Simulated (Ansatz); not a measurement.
A short molecular-dynamics run on `[GaH2][CH2]O[AsH2]`.

```yaml
crystal:
  periodic: [false, false, false]
  atoms:
    - {symbol: Ga, position_ang: [0.278994, 1.916731, -0.525220]}
    - {symbol: C, position_ang: [-0.281348, 0.049032, -0.893317]}
    - {symbol: O, position_ang: [0.260111, -0.372562, 0.369764]}
    - {symbol: As, position_ang: [0.123880, -2.135300, 0.753057]}
    - {symbol: H, position_ang: [1.749681, 2.345418, -0.864007]}
    - {symbol: H, position_ang: [-0.693022, 2.861242, 0.265677]}
    - {symbol: H, position_ang: [-1.361270, -0.125856, -0.944752]}
    - {symbol: H, position_ang: [0.204736, -0.462442, -1.730067]}
    - {symbol: H, position_ang: [-1.202922, -2.059715, 1.521248]}
    - {symbol: H, position_ang: [0.921160, -2.016557, 2.047616]}
basis:
  gaussian: {orbitals: def2-SVP}
hamiltonian: {xc: {name: revPBE}, dispersion: d4}
md: {timestep: 0.5 fs, n_steps: 30, ensemble: nvt_nose_hoover, temperature: 700, initial_velocities: maxwell_boltzmann, seed: 500}
```

```sh
$ ansatz run in.yaml --threads 2 --pin off --events-out ev --progress --plain --max-ram 4352MiB
```

| step | time (fs) | potential energy (eV) | kinetic (eV) | T (K) | conserved (eV) |
| --- | --- | --- | --- | --- | --- |
| 0 | 0.0 | -116374.1492 | 0.7239 | 700 | -116373.4253 |
| 1 | 0.5 | -116374.1443 | 0.7189 | 695 | -116373.4253 |
| 2 | 1.0 | -116374.1292 | 0.7040 | 681 | -116373.4252 |
| 3 | 1.5 | -116374.1060 | 0.6809 | 658 | -116373.4251 |
| 4 | 2.0 | -116374.0773 | 0.6524 | 631 | -116373.4249 |
| 5 | 2.5 | -116374.0462 | 0.6215 | 601 | -116373.4247 |
| 6 | 3.0 | -116374.0151 | 0.5905 | 571 | -116373.4246 |
| 7 | 3.5 | -116373.9860 | 0.5615 | 543 | -116373.4245 |
| 8 | 4.0 | -116373.9603 | 0.5359 | 518 | -116373.4245 |
| 9 | 4.5 | -116373.9388 | 0.5144 | 497 | -116373.4244 |
| 10 | 5.0 | -116373.9220 | 0.4976 | 481 | -116373.4244 |
| 11 | 5.5 | -116373.9100 | 0.4857 | 470 | -116373.4245 |
| 12 | 6.0 | -116373.9027 | 0.4784 | 463 | -116373.4245 |
| 13 | 6.5 | -116373.8993 | 0.4750 | 459 | -116373.4245 |
| 14 | 7.0 | -116373.8991 | 0.4749 | 459 | -116373.4246 |
| 15 | 7.5 | -116373.9015 | 0.4773 | 462 | -116373.4246 |
| 16 | 8.0 | -116373.9059 | 0.4817 | 466 | -116373.4246 |
| 17 | 8.5 | -116373.9117 | 0.4876 | 472 | -116373.4246 |
| 18 | 9.0 | -116373.9186 | 0.4945 | 478 | -116373.4247 |
| 19 | 9.5 | -116373.9256 | 0.5016 | 485 | -116373.4248 |
| 20 | 10.0 | -116373.9319 | 0.5079 | 491 | -116373.4248 |
| 21 | 10.5 | -116373.9360 | 0.5121 | 495 | -116373.4249 |
| 22 | 11.0 | -116373.9373 | 0.5135 | 497 | -116373.4249 |
| 23 | 11.5 | -116373.9358 | 0.5123 | 495 | -116373.4248 |
| 24 | 12.0 | -116373.9334 | 0.5102 | 493 | -116373.4246 |
| 25 | 12.5 | -116373.9326 | 0.5097 | 493 | -116373.4244 |
| 26 | 13.0 | -116373.9362 | 0.5137 | 497 | -116373.4243 |
| 27 | 13.5 | -116373.9462 | 0.5239 | 507 | -116373.4243 |
| 28 | 14.0 | -116373.9628 | 0.5405 | 523 | -116373.4244 |
| 29 | 14.5 | -116373.9844 | 0.5622 | 544 | -116373.4245 |
| 30 | 15.0 | -116374.0087 | 0.5865 | 567 | -116373.4247 |

Velocities are drawn at the set temperature; a run this short doesn't reach equilibrium.

Frames (Å, forces in eV/Å):

```xyz
10
time=0.0 fs
Ga    0.279    1.917   -0.525    0.021    0.134   -0.012
C    -0.281    0.049   -0.893    0.083    0.137    0.091
O     0.260   -0.373    0.370    0.260    0.788    0.165
As    0.124   -2.135    0.753    0.093   -0.935   -0.235
H     1.750    2.345   -0.864    0.205    0.046   -0.035
H    -0.693    2.861    0.266   -0.131    0.118    0.121
H    -1.361   -0.126   -0.945   -0.615   -0.057   -0.087
H     0.205   -0.462   -1.730    0.243   -0.241   -0.527
H    -1.203   -2.060    1.521   -0.311   -0.016    0.218
H     0.921   -2.017    2.048    0.151    0.026    0.301
10
time=0.5 fs
Ga    0.278    1.918   -0.526    0.274   -0.020   -0.157
C    -0.276    0.045   -0.891    0.411    0.231   -0.115
O     0.261   -0.373    0.373    0.273    0.769    0.102
As    0.123   -2.136    0.752    0.042   -0.919   -0.060
H     1.758    2.343   -0.867    0.102    0.028   -0.011
H    -0.688    2.847    0.257   -0.276    0.273    0.241
H    -1.350   -0.117   -0.947   -0.874   -0.137   -0.082
H     0.211   -0.460   -1.739    0.164   -0.175   -0.314
H    -1.202   -2.046    1.537   -0.172   -0.044    0.182
H     0.953   -2.016    2.034    0.055   -0.007    0.214
10
time=1.0 fs
Ga    0.277    1.919   -0.526    0.529   -0.172   -0.301
C    -0.271    0.041   -0.888    0.679    0.303   -0.340
O     0.262   -0.374    0.377    0.283    0.748    0.037
As    0.122   -2.136    0.752    0.000   -0.898    0.132
H     1.766    2.341   -0.869   -0.001    0.012    0.014
H    -0.683    2.833    0.250   -0.422    0.427    0.361
H    -1.341   -0.109   -0.950   -1.062   -0.203   -0.077
H     0.218   -0.459   -1.749    0.074   -0.101   -0.082
H    -1.202   -2.032    1.554   -0.029   -0.075    0.138
H     0.986   -2.015    2.022   -0.053   -0.040    0.117
10
time=1.5 fs
Ga    0.276    1.920   -0.526    0.774   -0.317   -0.439
C    -0.265    0.036   -0.885    0.850    0.361   -0.566
O     0.263   -0.374    0.380    0.292    0.724   -0.029
As    0.121   -2.136    0.751   -0.031   -0.873    0.332
H     1.774    2.338   -0.872   -0.101   -0.003    0.038
H    -0.680    2.821    0.243   -0.561    0.571    0.474
H    -1.334   -0.101   -0.952   -1.151   -0.252   -0.069
H     0.225   -0.458   -1.759   -0.016   -0.032    0.150
H    -1.203   -2.018    1.571    0.112   -0.107    0.089
H     1.018   -2.014    2.009   -0.168   -0.073    0.018
10
time=2.0 fs
Ga    0.275    1.921   -0.527    0.999   -0.446   -0.562
C    -0.260    0.032   -0.883    0.898    0.412   -0.780
O     0.264   -0.375    0.384    0.298    0.700   -0.094
As    0.120   -2.137    0.751   -0.051   -0.844    0.529
H     1.782    2.336   -0.874   -0.195   -0.014    0.062
H    -0.678    2.810    0.237   -0.684    0.697    0.574
H    -1.330   -0.094   -0.955   -1.128   -0.285   -0.055
H     0.231   -0.456   -1.769   -0.098    0.026    0.367
H    -1.202   -2.005    1.588    0.247   -0.140    0.038
H     1.050   -2.014    1.997   -0.286   -0.106   -0.078
10
time=2.5 fs
Ga    0.275    1.922   -0.527    1.190   -0.552   -0.663
C    -0.254    0.028   -0.880    0.822    0.463   -0.971
O     0.265   -0.375    0.387    0.304    0.674   -0.159
As    0.119   -2.137    0.750   -0.060   -0.813    0.717
H     1.790    2.333   -0.876   -0.281   -0.022    0.083
H    -0.677    2.800    0.233   -0.782    0.798    0.652
H    -1.329   -0.087   -0.958   -0.995   -0.305   -0.036
H     0.238   -0.455   -1.778   -0.166    0.069    0.556
H    -1.202   -1.992    1.606    0.371   -0.174   -0.013
H     1.081   -2.014    1.985   -0.403   -0.137   -0.167
10
time=3.0 fs
Ga    0.274    1.923   -0.527    1.338   -0.629   -0.735
C    -0.248    0.025   -0.878    0.636    0.521   -1.132
O     0.266   -0.375    0.390    0.308    0.648   -0.222
As    0.118   -2.137    0.750   -0.060   -0.782    0.889
H     1.797    2.331   -0.878   -0.356   -0.026    0.103
H    -0.679    2.792    0.231   -0.847    0.865    0.703
H    -1.330   -0.082   -0.961   -0.771   -0.315   -0.010
H     0.244   -0.453   -1.785   -0.216    0.092    0.709
H    -1.200   -1.979    1.623    0.481   -0.207   -0.062
H     1.111   -2.014    1.972   -0.513   -0.166   -0.244
10
time=3.5 fs
Ga    0.273    1.924   -0.528    1.436   -0.672   -0.773
C    -0.242    0.021   -0.876    0.366    0.589   -1.254
O     0.267   -0.375    0.394    0.312    0.622   -0.283
As    0.117   -2.138    0.749   -0.051   -0.750    1.041
H     1.803    2.328   -0.880   -0.420   -0.026    0.120
H    -0.682    2.787    0.230   -0.872    0.894    0.722
H    -1.333   -0.077   -0.965   -0.487   -0.320    0.019
H     0.250   -0.452   -1.791   -0.244    0.096    0.821
H    -1.197   -1.967    1.640    0.575   -0.239   -0.107
H     1.140   -2.014    1.958   -0.616   -0.194   -0.307
10
time=4.0 fs
Ga    0.272    1.925   -0.528    1.479   -0.681   -0.776
C    -0.236    0.017   -0.874    0.046    0.672   -1.332
O     0.269   -0.375    0.397    0.316    0.597   -0.341
As    0.116   -2.138    0.749   -0.036   -0.719    1.170
H     1.808    2.326   -0.882   -0.471   -0.022    0.135
H    -0.687    2.783    0.230   -0.855    0.884    0.707
H    -1.337   -0.072   -0.968   -0.174   -0.322    0.052
H     0.255   -0.450   -1.795   -0.250    0.080    0.888
H    -1.193   -1.955    1.657    0.653   -0.270   -0.146
H     1.168   -2.015    1.944   -0.707   -0.218   -0.356
10
time=4.5 fs
Ga    0.272    1.926   -0.529    1.467   -0.656   -0.744
C    -0.230    0.014   -0.873   -0.294    0.769   -1.363
O     0.270   -0.375    0.400    0.318    0.572   -0.397
As    0.114   -2.139    0.748   -0.016   -0.689    1.275
H     1.812    2.323   -0.883   -0.509   -0.014    0.147
H    -0.695    2.782    0.233   -0.797    0.836    0.659
H    -1.342   -0.069   -0.971    0.134   -0.325    0.083
H     0.260   -0.448   -1.797   -0.233    0.045    0.907
H    -1.187   -1.944    1.674    0.714   -0.298   -0.178
H     1.193   -2.017    1.929   -0.784   -0.240   -0.389
10
time=5.0 fs
Ga    0.271    1.927   -0.529    1.405   -0.603   -0.680
C    -0.224    0.010   -0.872   -0.630    0.880   -1.343
O     0.271   -0.375    0.404    0.320    0.549   -0.450
As    0.113   -2.139    0.748    0.008   -0.661    1.354
H     1.815    2.320   -0.884   -0.532   -0.003    0.156
H    -0.704    2.783    0.237   -0.702    0.756    0.582
H    -1.346   -0.066   -0.973    0.416   -0.328    0.112
H     0.263   -0.445   -1.796   -0.193   -0.007    0.879
H    -1.180   -1.934    1.690    0.757   -0.324   -0.203
H     1.217   -2.019    1.913   -0.848   -0.260   -0.407
10
time=5.5 fs
Ga    0.271    1.928   -0.530    1.300   -0.529   -0.591
C    -0.218    0.007   -0.871   -0.943    1.003   -1.271
O     0.273   -0.375    0.407    0.320    0.527   -0.500
As    0.112   -2.140    0.747    0.034   -0.634    1.407
H     1.816    2.318   -0.884   -0.543    0.012    0.162
H    -0.715    2.785    0.242   -0.577    0.649    0.482
H    -1.349   -0.064   -0.976    0.653   -0.331    0.136
H     0.267   -0.443   -1.794   -0.133   -0.074    0.805
H    -1.170   -1.925    1.705    0.784   -0.347   -0.220
H     1.239   -2.021    1.896   -0.895   -0.276   -0.410
10
time=6.0 fs
Ga    0.270    1.928   -0.531    1.161   -0.440   -0.484
C    -0.212    0.004   -0.870   -1.222    1.135   -1.151
O     0.274   -0.374    0.410    0.319    0.508   -0.547
As    0.111   -2.140    0.747    0.061   -0.609    1.434
H     1.816    2.315   -0.884   -0.539    0.031    0.166
H    -0.728    2.789    0.249   -0.431    0.525    0.366
H    -1.351   -0.063   -0.978    0.835   -0.336    0.154
H     0.270   -0.441   -1.789   -0.052   -0.156    0.687
H    -1.159   -1.916    1.720    0.794   -0.367   -0.227
H     1.259   -2.025    1.878   -0.926   -0.290   -0.399
10
time=6.5 fs
Ga    0.270    1.929   -0.531    0.997   -0.346   -0.365
C    -0.206    0.001   -0.870   -1.458    1.272   -0.986
O     0.275   -0.374    0.413    0.316    0.490   -0.589
As    0.110   -2.141    0.747    0.088   -0.587    1.435
H     1.815    2.313   -0.884   -0.521    0.052    0.166
H    -0.741    2.795    0.256   -0.274    0.391    0.242
H    -1.351   -0.063   -0.980    0.958   -0.341    0.166
H     0.273   -0.440   -1.783    0.046   -0.247    0.530
H    -1.146   -1.908    1.735    0.788   -0.383   -0.225
H     1.277   -2.029    1.859   -0.940   -0.302   -0.374
10
time=7.0 fs
Ga    0.269    1.930   -0.532    0.817   -0.252   -0.242
C    -0.201   -0.001   -0.870   -1.643    1.408   -0.787
O     0.277   -0.373    0.416    0.312    0.474   -0.627
As    0.109   -2.141    0.747    0.114   -0.566    1.410
H     1.813    2.310   -0.883   -0.491    0.076    0.164
H    -0.755    2.801    0.264   -0.114    0.255    0.115
H    -1.348   -0.063   -0.981    1.019   -0.345    0.170
H     0.276   -0.438   -1.776    0.155   -0.345    0.345
H    -1.131   -1.901    1.749    0.767   -0.395   -0.213
H     1.292   -2.033    1.839   -0.936   -0.310   -0.336
10
time=7.5 fs
Ga    0.269    1.931   -0.532    0.630   -0.164   -0.119
C    -0.196   -0.003   -0.870   -1.770    1.538   -0.567
O     0.279   -0.373    0.418    0.306    0.460   -0.659
As    0.108   -2.142    0.746    0.136   -0.548    1.360
H     1.809    2.308   -0.882   -0.447    0.102    0.158
H    -0.770    2.808    0.272    0.042    0.124   -0.008
H    -1.343   -0.065   -0.982    1.017   -0.350    0.166
H     0.280   -0.438   -1.768    0.270   -0.442    0.145
H    -1.114   -1.895    1.762    0.731   -0.404   -0.190
H     1.305   -2.039    1.818   -0.913   -0.317   -0.285
10
time=8.0 fs
Ga    0.269    1.932   -0.533    0.440   -0.086   -0.001
C    -0.192   -0.005   -0.870   -1.829    1.653   -0.346
O     0.280   -0.372    0.421    0.298    0.448   -0.686
As    0.107   -2.142    0.746    0.154   -0.532    1.284
H     1.805    2.306   -0.880   -0.392    0.130    0.150
H    -0.784    2.815    0.280    0.188    0.001   -0.123
H    -1.336   -0.067   -0.983    0.951   -0.355    0.155
H     0.284   -0.439   -1.759    0.380   -0.530   -0.053
H    -1.096   -1.890    1.775    0.680   -0.408   -0.156
H     1.316   -2.045    1.797   -0.871   -0.321   -0.223
10
time=8.5 fs
Ga    0.268    1.933   -0.534    0.254   -0.020    0.109
C    -0.188   -0.007   -0.870   -1.808    1.744   -0.142
O     0.282   -0.371    0.424    0.288    0.436   -0.705
As    0.106   -2.143    0.746    0.166   -0.518    1.183
H     1.799    2.304   -0.879   -0.325    0.159    0.139
H    -0.798    2.822    0.288    0.320   -0.111   -0.228
H    -1.326   -0.070   -0.983    0.822   -0.360    0.136
H     0.289   -0.441   -1.751    0.476   -0.600   -0.228
H    -1.076   -1.886    1.788    0.617   -0.407   -0.111
H     1.324   -2.052    1.775   -0.809   -0.323   -0.151
10
time=9.0 fs
Ga    0.268    1.933   -0.534    0.073    0.033    0.209
C    -0.184   -0.008   -0.870   -1.698    1.802    0.022
O     0.283   -0.371    0.426    0.275    0.426   -0.718
As    0.105   -2.144    0.746    0.170   -0.507    1.059
H     1.793    2.303   -0.876   -0.249    0.190    0.125
H    -0.811    2.829    0.296    0.437   -0.209   -0.321
H    -1.314   -0.074   -0.983    0.632   -0.366    0.109
H     0.295   -0.445   -1.743    0.545   -0.644   -0.361
H    -1.054   -1.883    1.801    0.542   -0.402   -0.055
H     1.331   -2.060    1.753   -0.727   -0.323   -0.069
10
time=9.5 fs
Ga    0.268    1.934   -0.535   -0.099    0.074    0.299
C    -0.180   -0.009   -0.870   -1.492    1.821    0.133
O     0.285   -0.370    0.429    0.259    0.417   -0.724
As    0.104   -2.144    0.746    0.165   -0.498    0.913
H     1.786    2.302   -0.874   -0.165    0.220    0.109
H    -0.823    2.835    0.303    0.537   -0.293   -0.400
H    -1.301   -0.078   -0.983    0.386   -0.374    0.076
H     0.303   -0.450   -1.736    0.577   -0.651   -0.436
H    -1.031   -1.881    1.813    0.456   -0.393    0.010
H     1.336   -2.069    1.731   -0.625   -0.322    0.021
10
time=10.0 fs
Ga    0.267    1.935   -0.535   -0.261    0.101    0.378
C    -0.177   -0.010   -0.870   -1.193    1.797    0.180
O     0.287   -0.369    0.431    0.242    0.408   -0.723
As    0.103   -2.145    0.746    0.149   -0.491    0.749
H     1.779    2.301   -0.871   -0.075    0.251    0.091
H    -0.834    2.841    0.308    0.619   -0.364   -0.466
H    -1.287   -0.084   -0.982    0.093   -0.385    0.035
H     0.312   -0.456   -1.730    0.568   -0.620   -0.445
H    -1.007   -1.880    1.825    0.363   -0.379    0.084
H     1.340   -2.078    1.708   -0.504   -0.319    0.117
10
time=10.5 fs
Ga    0.267    1.936   -0.536   -0.410    0.118    0.446
C    -0.174   -0.010   -0.870   -0.818    1.729    0.166
O     0.289   -0.368    0.433    0.222    0.399   -0.715
As    0.102   -2.146    0.746    0.121   -0.484    0.571
H     1.771    2.302   -0.868    0.018    0.281    0.072
H    -0.843    2.846    0.313    0.685   -0.420   -0.520
H    -1.272   -0.090   -0.982   -0.229   -0.398   -0.010
H     0.322   -0.464   -1.725    0.515   -0.548   -0.390
H    -0.982   -1.880    1.838    0.265   -0.362    0.164
H     1.342   -2.088    1.686   -0.366   -0.315    0.216
10
time=11.0 fs
Ga    0.267    1.937   -0.536   -0.545    0.125    0.502
C    -0.171   -0.009   -0.870   -0.397    1.622    0.100
O     0.291   -0.367    0.435    0.200    0.389   -0.701
As    0.101   -2.147    0.746    0.080   -0.476    0.384
H     1.764    2.303   -0.865    0.111    0.308    0.052
H    -0.851    2.850    0.316    0.733   -0.463   -0.560
H    -1.259   -0.098   -0.981   -0.556   -0.414   -0.059
H     0.333   -0.474   -1.721    0.423   -0.440   -0.282
H    -0.956   -1.881    1.851    0.166   -0.341    0.248
H     1.344   -2.099    1.665   -0.215   -0.311    0.316
10
time=11.5 fs
Ga    0.266    1.938   -0.537   -0.664    0.124    0.547
C    -0.169   -0.009   -0.870    0.030    1.482   -0.003
O     0.292   -0.366    0.437    0.177    0.378   -0.682
As    0.100   -2.147    0.746    0.028   -0.465    0.198
H     1.756    2.304   -0.862    0.201    0.334    0.032
H    -0.857    2.852    0.318    0.766   -0.494   -0.588
H    -1.246   -0.106   -0.981   -0.853   -0.429   -0.107
H     0.346   -0.484   -1.718    0.301   -0.306   -0.139
H    -0.930   -1.882    1.864    0.070   -0.318    0.331
H     1.345   -2.111    1.644   -0.056   -0.306    0.411
10
time=12.0 fs
Ga    0.266    1.938   -0.538   -0.762    0.116    0.580
C    -0.166   -0.008   -0.870    0.412    1.317   -0.127
O     0.294   -0.365    0.439    0.154    0.365   -0.658
As    0.099   -2.148    0.746   -0.034   -0.450    0.020
H     1.750    2.307   -0.859    0.285    0.356    0.012
H    -0.861    2.854    0.319    0.783   -0.512   -0.605
H    -1.236   -0.116   -0.981   -1.084   -0.441   -0.150
H     0.359   -0.495   -1.715    0.161   -0.156    0.020
H    -0.904   -1.885    1.878   -0.019   -0.295    0.409
H     1.346   -2.123    1.624    0.104   -0.302    0.498
10
time=12.5 fs
Ga    0.265    1.939   -0.538   -0.837    0.102    0.601
C    -0.163   -0.007   -0.871    0.703    1.133   -0.256
O     0.296   -0.363    0.441    0.131    0.351   -0.628
As    0.098   -2.149    0.747   -0.101   -0.430   -0.138
H     1.744    2.310   -0.855    0.358    0.373   -0.006
H    -0.863    2.854    0.318    0.785   -0.518   -0.610
H    -1.228   -0.127   -0.981   -1.215   -0.443   -0.186
H     0.373   -0.507   -1.712    0.015    0.000    0.175
H    -0.878   -1.888    1.894   -0.096   -0.271    0.476
H     1.347   -2.136    1.605    0.259   -0.298    0.572
10
time=13.0 fs
Ga    0.265    1.940   -0.538   -0.886    0.084    0.609
C    -0.160   -0.006   -0.871    0.872    0.934   -0.379
O     0.298   -0.362    0.442    0.109    0.334   -0.595
As    0.097   -2.149    0.747   -0.170   -0.403   -0.266
H     1.738    2.314   -0.852    0.417    0.386   -0.022
H    -0.864    2.853    0.315    0.771   -0.512   -0.604
H    -1.223   -0.138   -0.981   -1.225   -0.430   -0.210
H     0.386   -0.519   -1.709   -0.126    0.150    0.312
H    -0.852   -1.891    1.910   -0.158   -0.249    0.527
H     1.349   -2.150    1.588    0.398   -0.294    0.627
10
time=13.5 fs
Ga    0.265    1.941   -0.539   -0.906    0.061    0.604
C    -0.157   -0.004   -0.871    0.904    0.723   -0.487
O     0.300   -0.361    0.444    0.087    0.315   -0.557
As    0.096   -2.150    0.747   -0.234   -0.368   -0.354
H     1.734    2.319   -0.849    0.460    0.392   -0.036
H    -0.862    2.851    0.312    0.742   -0.495   -0.585
H    -1.221   -0.151   -0.982   -1.111   -0.397   -0.221
H     0.400   -0.530   -1.704   -0.253    0.288    0.421
H    -0.827   -1.895    1.928   -0.201   -0.230    0.556
H     1.351   -2.164    1.572    0.512   -0.290    0.659
10
time=14.0 fs
Ga    0.264    1.942   -0.539   -0.893    0.035    0.585
C    -0.154   -0.003   -0.871    0.811    0.504   -0.574
O     0.302   -0.359    0.445    0.067    0.294   -0.515
As    0.095   -2.151    0.747   -0.286   -0.326   -0.394
H     1.731    2.325   -0.845    0.484    0.391   -0.046
H    -0.859    2.848    0.307    0.696   -0.464   -0.555
H    -1.221   -0.164   -0.984   -0.890   -0.341   -0.220
H     0.413   -0.540   -1.699   -0.359    0.408    0.495
H    -0.802   -1.900    1.947   -0.224   -0.214    0.560
H     1.355   -2.179    1.558    0.594   -0.286    0.665
10
time=14.5 fs
Ga    0.263    1.943   -0.540   -0.845    0.004    0.550
C    -0.150   -0.001   -0.872    0.617    0.283   -0.634
O     0.304   -0.358    0.447    0.048    0.270   -0.469
As    0.094   -2.152    0.747   -0.321   -0.278   -0.382
H     1.729    2.332   -0.842    0.488    0.384   -0.053
H    -0.854    2.843    0.300    0.634   -0.421   -0.513
H    -1.224   -0.179   -0.986   -0.591   -0.264   -0.209
H     0.424   -0.550   -1.693   -0.441    0.505    0.531
H    -0.777   -1.905    1.967   -0.227   -0.202    0.535
H     1.361   -2.195    1.546    0.638   -0.280    0.643
10
time=15.0 fs
Ga    0.263    1.943   -0.540   -0.762   -0.033    0.500
C    -0.147    0.001   -0.872    0.360    0.067   -0.664
O     0.306   -0.357    0.448    0.030    0.243   -0.420
As    0.093   -2.153    0.747   -0.334   -0.226   -0.317
H     1.728    2.340   -0.839    0.471    0.368   -0.057
H    -0.848    2.838    0.292    0.554   -0.365   -0.458
H    -1.228   -0.194   -0.989   -0.253   -0.169   -0.190
H     0.435   -0.558   -1.685   -0.495    0.578    0.529
H    -0.753   -1.911    1.989   -0.212   -0.193    0.482
H     1.368   -2.212    1.535    0.641   -0.270    0.595
```

Hardware: 2 threads of an Arm Neoverse V2 on a shared host. Wall time 75 s, peak host memory 0.45 GiB.
